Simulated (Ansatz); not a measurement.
Basis-set extrapolation for `C[Si](C)Cl` radical (PBE0-D4/def2-TZVP geometry, frozen core, Ansatz 0.2.0). Multiplicity 2, UHF reference.

```tsv
	def2-TZVPP	def2-QZVPP
HF	-827.755467	-827.781099
MP2 correlation	-0.646024	-0.696390
CCSD(T) correlation	-0.726559	not run
```

Energies in hartree. Use E(X) = E(∞) + A·exp(−7.88·√X) for Hartree–Fock and E(X) = E(∞) + B·X^(−2.97) for correlation, with X = 3 and 4, and add CCSD(T) minus MP2 of the smaller set to the MP2 limit.

What is the CCSD(T) energy at the basis-set limit?

HF limit: -827.781099 + (-0.025632) × 0.13774 = -827.78463. MP2 limit: -0.696390 + (-0.050366) × 0.74074 = -0.73370. Higher-order term: -0.726559 − (-0.646024) = -0.08053. Total: -828.59886 hartree, 306.7 kJ/mol below CCSD(T)/def2-TZVPP.
